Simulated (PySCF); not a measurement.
2-(4-methylthiophen-2-yl)furan (C₉H₈OS), SMILES Cc1csc(-c2ccco2)c1.

Coordinates come from a PBE-D3(BJ)/def2-SVP optimisation. Other conformers were not sampled.

Calculation: PBE-D3(BJ)/def2-SVP (PySCF).

Frequencies are harmonic and unscaled.

Computed harmonic wavenumbers and intensities:
| mode | ν (cm⁻¹) | IR (km/mol) | moving atoms (share of kinetic energy) |
|---|---|---|---|
| 1 | 39 | 0.0 | C 44 %, O 26 %, H 16 %, S 14 % |
| 2 | 95 | 0.2 | H 69 %, C 29 % |
| 3 | 104 | 2.3 | C 54 %, H 44 % |
| 4 | 111 | 0.5 | C 59 %, S 19 %, H 15 % |
| 5 | 224 | 0.4 | C 70 %, H 22 % |
| 6 | 281 | 0.5 | C 52 %, H 22 %, S 14 %, O 13 % |
| 7 | 294 | 2.1 | C 63 %, S 15 %, H 11 %, O 10 % |
| 8 | 352 | 0.1 | C 70 %, H 12 %, S 11 % |
| 9 | 415 | 0.9 | C 48 %, S 24 %, O 14 %, H 14 % |
| 10 | 505 | 0.0 | C 78 %, H 13 % |
| 11 | 539 | 0.8 | C 52 %, S 38 %, H 10 % |
| 12 | 583 | 0.5 | C 61 %, H 32 % |
| 13 | 594 | 10.0 | C 65 %, H 28 % |
| 14 | 674 | 0.2 | C 55 %, H 34 %, O 11 % |
| 15 | 694 | 0.9 | C 66 %, S 22 %, H 11 % |
| 16 | 704 | 55.3 | H 76 %, C 24 % |
| 17 | 706 | 10.8 | H 69 %, C 26 % |
| 18 | 783 | 26.5 | H 71 %, C 29 % |
| 19 | 812 | 7.9 | H 63 %, C 37 % |
| 20 | 848 | 0.1 | C 60 %, H 16 %, S 15 %, O 8 % |
| 21 | 855 | 0.1 | H 73 %, C 27 % |
| 22 | 857 | 30.8 | C 68 %, H 14 %, O 12 % |
| 23 | 875 | 5.8 | C 73 %, O 16 %, H 11 % |
| 24 | 948 | 5.1 | C 69 %, H 20 %, O 10 % |
| 25 | 963 | 4.8 | H 72 %, C 27 % |
| 26 | 990 | 10.0 | H 54 %, C 33 %, O 12 % |
| 27 | 1004 | 24.5 | H 65 %, C 28 % |
| 28 | 1005 | 3.6 | H 63 %, C 37 % |
| 29 | 1094 | 5.9 | C 48 %, H 37 %, O 15 % |
| 30 | 1130 | 1.1 | H 61 %, C 37 % |
| 31 | 1149 | 6.8 | H 55 %, C 32 %, O 13 % |
| 32 | 1170 | 2.3 | H 62 %, C 29 %, O 10 % |
| 33 | 1212 | 4.2 | C 49 %, H 37 %, O 15 % |
| 34 | 1261 | 9.7 | C 81 %, H 13 % |
| 35 | 1338 | 1.3 | H 76 %, C 24 % |
| 36 | 1376 | 0.6 | C 73 %, H 27 % |
| 37 | 1391 | 5.9 | C 53 %, H 46 % |
| 38 | 1403 | 7.3 | H 97 % |
| 39 | 1421 | 7.3 | C 50 %, H 50 % |
| 40 | 1458 | 0.5 | C 87 %, H 12 % |
| 41 | 1505 | 5.3 | C 88 %, H 11 % |
| 42 | 1551 | 27.9 | C 91 %, H 9 % |
| 43 | 1604 | 1.7 | C 95 % |
| 44 | 2968 | 35.4 | H 97 % |
| 45 | 3040 | 9.9 | H 91 %, C 9 % |
| 46 | 3077 | 8.5 | H 91 %, C 9 % |
| 47 | 3139 | 2.8 | H 91 %, C 9 % |
| 48 | 3178 | 1.2 | H 91 %, C 9 % |
| 49 | 3187 | 4.0 | H 92 %, C 8 % |
| 50 | 3200 | 0.1 | H 91 %, C 9 % |
| 51 | 3219 | 0.4 | H 90 %, C 10 % |
